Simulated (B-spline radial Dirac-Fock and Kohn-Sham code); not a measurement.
**Binding energies of Zn⁴⁺ at several levels of theory**

System: the Zn⁴⁺ ion, [Ar] 3d8.

The density-functional columns are spherical, spin-unpolarised Dirac-Kohn-Sham results without Breit or QED terms: −ε is minus the orbital energy of the initial state and ΔSCF the difference of two total energies. The reference in the last column comes from multi-electron Dirac-Fock with separately optimised hole states, Breit and Lamb-shift corrections added in first order. All numbers are from a radial B-spline solver, in eV; a selection of levels is shown. For the 1s level of heavy atoms much of the gap between ΔSCF and the reference is the Breit and QED part, -18.1 eV here; for other levels the error of the functional can be larger.

| level | PBE −ε | PBE ΔSCF | LDA −ε | LDA ΔSCF | Dirac-Fock |
| --- | --- | --- | --- | --- | --- |
| 1s | 9590.6 | 9777.2 | 9572.2 | 9758.1 | 9741.1 |
| 2s | 1226.1 | 1258.0 | 1224.0 | 1256.1 | 1281.7 |
| 2p1/2 | 1087.8 | 1126.3 | 1087.3 | 1125.8 | 1127.2 |
| 2p3/2 | 1064.0 | 1101.7 | 1063.5 | 1101.2 | 1103.9 |
| 3s | 194.7 | 208.1 | 194.2 | 207.5 | 219.5 |
| 3p1/2 | 150.6 | 163.8 | 150.5 | 163.7 | 168.8 |
| 3p3/2 | 147.4 | 160.5 | 147.3 | 160.4 | 165.6 |
| 3d | 73.34 | 85.67 | 73.68 | 86.00 | 83.31 |

Question: Order the estimates of the K (1s) level by their distance from the Dirac-Fock value, nearest first.
A. LDA −ε
B. LDA ΔSCF
C. PBE ΔSCF
D. PBE −ε

Answer: B (17.1 eV), C (36.1 eV), D (150.5 eV), A (168.9 eV).

Values without a named source are computed, but for edge energies of neutral atoms, which are taken from tables.
